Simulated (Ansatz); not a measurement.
Gas-phase electronic energies from Ansatz, PBE0-D4/def2-TZVP geometries. CBS: MP2 limit from def2 TZ/QZ plus the TZ coupled-cluster correction, frozen cores. This one scheme is used for every species. DFT in def2-TZVPP. HSE06 is defined as in plane-wave codes. For Ga outer-core shells are correlated without core-valence functions, which leaves a few kJ/mol of doubt a bond. Scalar relativity is left out up to krypton. Each species was taken in one conformer, which may not be the lowest.

Reaction (substitution at a C–O bond): `CC1=CC(C)=[O+][Ga-]([F])([Cl])[O]1` + `CB(O)O` → `CC1=CC(C)=[O+][B-](C)(O)O1` + `[OH][Ga]([F])[Cl]`

`CC1=CC(C)=[O+][Ga-]([F])([Cl])[O]1`:

Z-matrix (Å, degrees):
```
C
C 1 1.491
H 1 1.093 2 108.9
H 1 1.093 2 108.9 3 -116.3
H 1 1.088 2 112.5 3 121.8
C 2 1.395 1 120.2 3 -121.5
O 2 1.277 1 114.7 3 58.5
C 6 1.395 2 125.2 1 179.7
H 6 1.080 2 117.4 1 -0.1
Ga 7 1.888 2 123.9 1 -179.6
C 8 1.491 6 120.2 2 -179.7
O 8 1.277 6 125.1 2 0.3
F 10 1.750 7 108.2 2 111.2
Cl 10 2.132 7 111.5 2 -116.7
H 11 1.088 8 112.5 6 -0.4
H 11 1.093 8 108.9 6 121.5
H 11 1.093 8 108.9 6 -122.2
```

`CB(O)O`:

Cartesian coordinates in Å:
```
C 1.030 -0.310 0.622
B -0.266 0.103 -0.154
O -1.477 -0.052 0.468
O -0.138 0.582 -1.431
H 0.912 -0.195 1.701
H 1.243 -1.368 0.435
H 1.902 0.255 0.290
H -2.246 0.188 -0.054
H -0.960 0.798 -1.877
```

`CC1=CC(C)=[O+][B-](C)(O)O1`:

```xyz
21

C     2.149    1.651    0.837
C     0.965    0.833    0.457
C     0.846   -0.505    0.819
C    -0.393   -1.118    0.657
C    -0.702   -2.444    1.257
O    -1.348   -0.561    0.024
B    -1.113    0.684   -0.887
C    -0.634    0.203   -2.325
O    -2.262    1.483   -0.890
O     0.050    1.448   -0.182
H     2.864    1.086    1.431
H     2.634    2.017   -0.071
H     1.816    2.528    1.397
H     1.634   -0.998    1.366
H     0.133   -2.838    1.834
H    -1.582   -2.353    1.898
H    -0.958   -3.144    0.459
H    -1.421   -0.377   -2.815
H    -0.418    1.064   -2.963
H     0.266   -0.420   -2.290
H    -2.527    1.758   -0.011
```

`[OH][Ga]([F])[Cl]`:

```xyz
5

O    -0.271    1.262   -0.528
Ga   -0.187   -0.396    0.060
F    -1.591   -1.388   -0.151
Cl    1.511   -1.236    1.000
H     0.538    1.758   -0.381
```

(1) Is it downhill or uphill in electronic energy at CCSD(T)/CBS, and by how much? (An estimate is asked.)

(2) What do these levels give: LDA (SPW92), r2SCAN0-D4, PBE, r2SCANh, HSE06, CCSD/def2-SVP? (An estimate is asked.)

Largest T1 diagnostic among the species: 0.016.

Results:

(1) The calculation gave: Uphill: ΔE = +129.1 kJ/mol.

(2) Ansatz gave: LDA (SPW92) 110.5, r2SCAN0-D4 134.2, PBE 118.4, r2SCANh 131.7, HSE06 126.8, CCSD/def2-SVP 142.9 kJ/mol.

Leaving LDA and LC-ωPBE aside and taking each functional with its dispersion term where it has one, the values, not all of them listed here, spread over 31.4 kJ/mol, from revPBE-D4 to BHLYP-D4. LDA lies −7.9 kJ/mol from PBE without D4. At CCSD(T), def2-SVP lies +10.2 kJ/mol from the extrapolated value and def2-TZVPP −0.7 kJ/mol. From PBE to PBE0 (25 % exact exchange), in def2-TZVPP and without D4, ΔE moves by +8.7 kJ/mol.
